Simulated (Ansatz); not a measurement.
Reaction (ligand exchange at the Si–C bond): `F[SiH2]C[SiH3]` + `[OH][Ga]([Cl])[Cl]` → `[SiH3][O][Ga]([Cl])[Cl]` + `C[SiH2]F`

Isolated molecules relaxed with PBE0-D4/def2-TZVP in Ansatz; ΔE leaves out vibrations. CBS: MP2 limit from def2 TZ/QZ plus the TZ coupled-cluster correction, frozen cores. Functionals use def2-TZVPP. B3LYP here is the variant with VWN-RPA as its local correlation; programs differ in this. For Ga outer-core shells are correlated without core-valence functions, which leaves a few kJ/mol of doubt a bond. Scalar relativity is left out up to krypton. One conformer a species, not always the lowest.

`F[SiH2]C[SiH3]`:

Cartesian coordinates in Å:
```
F -2.155 0.077 -0.874
Si -0.876 -0.884 -0.988
C 0.634 0.040 -0.437
Si 0.511 0.841 1.256
H -1.120 -2.060 -0.117
H -0.779 -1.312 -2.406
H 1.466 -0.675 -0.421
H 0.885 0.806 -1.178
H -0.477 1.949 1.236
H 0.081 -0.167 2.262
H 1.832 1.385 1.668
```

`[OH][Ga]([Cl])[Cl]`:

Z-matrix (Å, degrees):
```
Ga
O 1 1.765
Cl 1 2.123 2 120.6
Cl 1 2.109 2 118.8 3 -180.0
H 2 0.961 1 112.9 3 -0.1
```

`[SiH3][O][Ga]([Cl])[Cl]`:

Z-matrix (Å, degrees):
```
Si
O 1 1.642
H 1 1.484 2 108.5
H 1 1.488 2 111.0 3 -120.2
H 1 1.486 2 109.4 3 119.4
Ga 2 1.753 1 139.3 3 134.2
Cl 6 2.109 2 118.7 1 -179.9
Cl 6 2.116 2 120.4 1 0.1
```

`C[SiH2]F`:

Cartesian coordinates in Å:
```
C 0.253 0.652 -0.694
Si -0.212 -0.606 0.586
F -0.754 0.144 1.897
H 1.036 1.317 -0.323
H 0.628 0.152 -1.591
H -0.609 1.259 -0.978
H -1.299 -1.496 0.106
H 0.958 -1.422 0.998
```

```tsv
species	B3LYP-D4 energy (Eh)
`F[SiH2]C[SiH3]`	-721.35722
`[OH][Ga]([Cl])[Cl]`	-2921.37353
`[SiH3][O][Ga]([Cl])[Cl]`	-3212.14211
`C[SiH2]F`	-430.62620
```

Q: Work out ΔE.

A: ΔE = (-3212.14211) + (-430.62620) − (-721.35722) − (-2921.37353) = -0.03756 Eh = -98.6 kJ/mol. CCSD(T)/CBS gives -95.7 kJ/mol.

Largest T1 diagnostic among the species: 0.012.

From PBE to PBE0 (25 % exact exchange), in def2-TZVPP and without D4, ΔE moves by −6.0 kJ/mol. In def2-TZVPP, CCSD(T) changes the Hartree–Fock value by +23.3 kJ/mol (the triples alone add +3.2 kJ/mol) and MP2 by +22.3 kJ/mol.
